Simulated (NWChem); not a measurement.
System: AlHBrF; SMILES [F][AlH][Br]

Here is an NWChem input.

```
start job
memory heap 200 mb stack 900 mb global 1100 mb
geometry units angstroms noautoz
  Al    -0.529159    -1.107628     0.000708
  H     -2.041154    -1.516257     0.004379
  F      0.634605    -2.290313    -0.000329
  Br     0.153145     1.023818    -0.000398
end
basis spherical
  * library def2-tzvp
end
dft
  xc mn15
  iterations 150
  mulliken
end
task dft energy
```

Output (shortened):

```
             Northwest Computational Chemistry Package (NWChem) 7.3.0
             --------------------------------------------------------

 CS  symmetry detected

                             Geometry "geometry" -> ""
                             -------------------------

 Output coordinates in angstroms (scale by  1.889725989 to convert to a.u.)

  No.       Tag          Charge          X              Y              Z
 ---- ---------------- ---------- -------------- -------------- --------------
    1 Al                  13.0000    -0.54723065    -1.10527461     0.00000000
    2 H                    1.0000    -2.05194111    -1.53997408     0.00000000
    3 F                    9.0000     0.63679973    -2.26767022     0.00000000
    4 Br                  35.0000     0.09813549     1.03764503     0.00000000

 Effective nuclear repulsion energy (a.u.)     206.2943875086

      Symmetry information
      --------------------

 Group name             Cs
 Group number              2
 Group order               2
 No. of unique centers     4

                                 NWChem DFT Module
                                 -----------------

 Summary of "ao basis" -> "ao basis" (spherical)
 ------------------------------------------------------------------------------
       Tag                 Description            Shells   Functions and Types
 ---------------- ------------------------------  ------  ---------------------
 Al                        def2-tzvp                13       37   5s5p2d1f
 H                         def2-tzvp                 4        6   3s1p
 F                         def2-tzvp                11       31   5s3p2d1f
 Br                        def2-tzvp                16       48   6s5p4d1f

      Symmetry analysis of basis
      --------------------------

        a'         83
        a"         39

            General Information
            -------------------
          SCF calculation type: DFT
          Wavefunction type:  closed shell.
          No. of atoms     :     4
          No. of electrons :    58
           Alpha electrons :    29
            Beta electrons :    29
          Charge           :     0
          Spin multiplicity:     1
          Use of symmetry is: on ; symmetry adaption is: on
          Maximum number of iterations: 150
          AO basis - number of functions:   122
                     number of shells:    44
          Convergence on energy requested:  1.00D-06
          Convergence on density requested:  1.00D-05
          Convergence on gradient requested:  5.00D-04

              XC Information
              --------------
                         MN15 Method XC Functional
                     Hartree-Fock (Exact) Exchange  0.440
                          MN15 Exchange Functional  1.000
                        MN15 Correlation Potential  1.000

             Grid Information
             ----------------
          Grid used for XC integration:  medium
          Radial quadrature: Mura-Knowles
          Angular quadrature: Lebedev.
          Tag              B.-S. Rad. Rad. Pts. Rad. Cut. Ang. Pts.
          ---              ---------- --------- --------- ---------
          Al                  1.25       88           9.0       590
          H                   0.35       45          10.0       434
          F                   0.50       49          10.0       434
          Br                  1.15      112          10.0       590
          Grid pruning is: on
          Number of quadrature shells:   294
          Spatial weights used:  Erf1

      Superposition of Atomic Density Guess
      -------------------------------------

 Sum of atomic energies:       -2914.19171152

      Non-variational initial energy
      ------------------------------

 Total energy =   -2914.472996
 1-e energy   =   -4469.508771
 2-e energy   =    1348.741388
 HOMO         =      -0.403831
 LUMO         =      -0.000670

      Symmetry analysis of molecular orbitals - initial
      -------------------------------------------------

  Numbering of irreducible representations:

     1 a'          2 a"

  Orbital symmetries:

     1 a'          2 a'          3 a'          4 a'          5 a"
     6 a'          7 a'          8 a'          9 a'         10 a'
    11 a"         12 a'         13 a'         14 a'         15 a"
    16 a'         17 a'         18 a"         19 a'         20 a"
    21 a'         22 a'         23 a'         24 a'         25 a"
    26 a'         27 a'         28 a"         29 a'         30 a'
    31 a"         32 a'         33 a'         34 a'         35 a'
    36 a"         37 a"         38 a'         39 a'

     ---------------------------------------------
      Total Density - Mulliken Population Analysis
     ---------------------------------------------

    Atom       Charge   Shell Charges
 -----------   ------   -------------------------------------------------------
    1 Al  13    11.92   2.00  0.65  1.33  0.72  0.27  2.91  2.28  0.82  0.54  0.14  0.14  0.07  0.05
    2 H    1     1.08   0.21  0.53  0.34  0.00
    3 F    9     9.60   0.77  1.20  0.61  1.03  0.30  2.41  2.39  0.89  0.00  0.00  0.00
    4 Br  35    35.40   2.00  2.00  1.16  0.78  1.01  0.97  6.00  5.94  1.30  2.92  1.30  8.98  1.02 -0.01  0.02  0.00

   convergence    iter        energy       DeltaE   RMS-Dens  Diis-err
 ---------------- ----- ----------------- --------- --------- ---------
 d= 0,ls=0.0,diis     1  -2917.2453426877 -3.12D+03  7.57D-03  5.95D+00
 d= 0,ls=0.0,diis     2  -2917.2662827990 -2.09D-02  5.36D-03  1.68D+00
 d= 0,ls=0.0,diis     3  -2917.3171105357 -5.08D-02  2.02D-03  9.84D-01
 d= 0,ls=0.0,diis     4  -2917.3806268098 -6.35D-02  3.42D-04  9.19D-03
 d= 0,ls=0.0,diis     5  -2917.3809972178 -3.70D-04  1.24D-04  8.55D-04
  Resetting Diis
 d= 0,ls=0.0,diis     6  -2917.3810631498 -6.59D-05  2.54D-05  1.91D-05
 d= 0,ls=0.0,diis     7  -2917.3810650274 -1.88D-06  8.43D-06  6.78D-07
 d= 0,ls=0.0,diis     8  -2917.3810650375 -1.01D-08  3.25D-06  1.05D-06

         Total DFT energy =    -2917.381065037466
      One electron energy =    -4469.866195106946
           Coulomb energy =     1467.163410167253
    Exchange-Corr. energy =     -120.972667606362
 Nuclear repulsion energy =      206.294387508589

 Numeric. integr. density =       57.999997413149

                  Occupations of the irreducible representations
                  ----------------------------------------------

                     irrep           alpha         beta
                     --------     --------     --------
                     a'               22.0         22.0
                     a"                7.0          7.0

                       DFT Final Molecular Orbital Analysis
                       ------------------------------------

 Vector   27  Occ=2.000000D+00  E=-3.816150D-01  Symmetry=a'
              MO Center= -8.3D-01, -4.1D-01, -5.6D-15, r^2= 3.8D+00
   Bfn.  Coefficient  Atom+Function         Bfn.  Coefficient  Atom+Function
  ----- ------------  ---------------      ----- ------------  ---------------
    91      0.323758  4 Br py                85     -0.245375  4 Br py
    88      0.225080  4 Br py                39      0.207344  2 H  s
    15     -0.204165  1 Al px                40      0.188180  2 H  s
    94      0.179414  4 Br py                38      0.152703  2 H  s
    16     -0.132036  1 Al py                49      0.108302  3 F  px

 Vector   28  Occ=2.000000D+00  E=-3.609326D-01  Symmetry=a"
              MO Center=  5.6D-02,  8.8D-01,  4.9D-15, r^2= 1.7D+00
   Bfn.  Coefficient  Atom+Function         Bfn.  Coefficient  Atom+Function
  ----- ------------  ---------------      ----- ------------  ---------------
    92      0.487443  4 Br pz                86     -0.357130  4 Br pz
    89      0.328991  4 Br pz                95      0.290123  4 Br pz
    83      0.108975  4 Br pz                17      0.095385  1 Al pz
    51     -0.046495  3 F  pz                20      0.040160  1 Al pz
    22      0.039145  1 Al d -1              27      0.038049  1 Al d -1

 Vector   29  Occ=2.000000D+00  E=-3.524490D-01  Symmetry=a'
              MO Center= -6.2D-02,  7.3D-01,  4.8D-16, r^2= 2.3D+00
   Bfn.  Coefficient  Atom+Function         Bfn.  Coefficient  Atom+Function
  ----- ------------  ---------------      ----- ------------  ---------------
    90      0.472955  4 Br px                84     -0.347013  4 Br px
    87      0.321430  4 Br px                93      0.282924  4 Br px
    81      0.105838  4 Br px                39      0.092635  2 H  s
    91     -0.082813  4 Br py                40      0.073997  2 H  s
    38      0.064989  2 H  s                  4      0.063091  1 Al s

 Vector   30  Occ=0.000000D+00  E=-3.470544D-02  Symmetry=a"
              MO Center= -7.0D-01, -9.4D-01, -1.3D-14, r^2= 3.9D+00
   Bfn.  Coefficient  Atom+Function         Bfn.  Coefficient  Atom+Function
  ----- ------------  ---------------      ----- ------------  ---------------
    20      0.621962  1 Al pz                17      0.520172  1 Al pz
    95     -0.217661  4 Br pz                92     -0.147201  4 Br pz
    51     -0.122160  3 F  pz                 8     -0.112704  1 Al pz
    89     -0.112772  4 Br pz                86      0.110308  4 Br pz
    29      0.100964  1 Al d  1              54     -0.096343  3 F  pz

 Vector   31  Occ=0.000000D+00  E=-8.618274D-03  Symmetry=a'
              MO Center= -4.2D-01, -8.0D-01,  1.7D-14, r^2= 4.3D+00
   Bfn.  Coefficient  Atom+Function         Bfn.  Coefficient  Atom+Function
  ----- ------------  ---------------      ----- ------------  ---------------
     5      1.106440  1 Al s                 40     -0.496669  2 H  s
     4      0.391209  1 Al s                 80     -0.376819  4 Br s
    94      0.324843  4 Br py                 3     -0.234399  1 Al s
    91      0.186490  4 Br py                79     -0.171232  4 Br s
    28      0.169221  1 Al d  0              39     -0.144261  2 H  s

 Vector   32  Occ=0.000000D+00  E= 4.850445D-02  Symmetry=a'
              MO Center= -1.0D+00, -9.1D-01, -2.5D-16, r^2= 5.2D+00
   Bfn.  Coefficient  Atom+Function         Bfn.  Coefficient  Atom+Function
  ----- ------------  ---------------      ----- ------------  ---------------
    19      0.865671  1 Al py                80     -0.391385  4 Br s
    18     -0.362474  1 Al px                26     -0.322848  1 Al d -2
    93      0.304370  4 Br px                 5      0.245115  1 Al s
    16      0.214881  1 Al py                94      0.134682  4 Br py
    90      0.129767  4 Br px                40     -0.125630  2 H  s

     ---------------------------------------------
      Total Density - Mulliken Population Analysis
     ---------------------------------------------

    Atom       Charge   Shell Charges
 -----------   ------   -------------------------------------------------------
    1 Al  13    12.33   2.00  0.58  1.39  0.74  0.15  3.01  2.10  0.93  0.83  0.15  0.22  0.16  0.08
    2 H    1     1.15   0.26  0.49  0.39  0.01
    3 F    9     9.32   0.77  1.20  0.59  0.97  0.36  2.33  2.09  1.01  0.00  0.01  0.00
    4 Br  35    35.20   2.00  2.01  1.07  0.85  1.05  0.89  6.00  5.90  1.47  2.62  1.31  8.95  1.01  0.05  0.02  0.00

     -------------------------------------------
      Total Density - Lowdin Population Analysis
     -------------------------------------------

    Atom       Charge   Shell Charges
 -----------   ------   -------------------------------------------------------
    1 Al  13    13.14   2.00  0.81  1.11  0.46  0.31  2.80  2.22  1.00  0.80  0.45  0.27  0.59  0.32
    2 H    1     1.13   0.25  0.48  0.38  0.01
    3 F    9     9.02   0.86  1.10  0.58  0.71  0.40  2.18  2.13  1.05  0.00  0.01  0.00
    4 Br  35    34.71   2.00  2.00  1.11  0.85  0.80  0.81  5.98  5.64  1.69  2.38  1.41  8.53  1.23  0.24  0.04  0.00

     Multipole analysis of the density
     ---------------------------------

     L   x y z        total         alpha         beta         nuclear
     -   - - -        -----         -----         ----         -------
     0   0 0 0     -0.000000    -29.000000    -29.000000     58.000000

     1   1 0 0     -0.448019     -0.224010     -0.224010      0.000000
     1   0 1 0      0.022125      0.011063      0.011063      0.000000
     1   0 0 1      0.000000      0.000000      0.000000      0.000000

     2   2 0 0    -28.491175    -35.832948    -35.832948     43.174722
     2   1 1 0      1.794470     -1.942538     -1.942538      5.679545
     2   1 0 1     -0.000000     -0.000000     -0.000000      0.000000
     2   0 2 0    -29.912862   -197.470745   -197.470745    365.028628
     2   0 1 1     -0.000000     -0.000000     -0.000000      0.000000
     2   0 0 2    -24.394318    -12.197159    -12.197159      0.000000
```

Level: MN15/def2-TZVP. Structure relaxed at the PBE0/def2-SVP level.
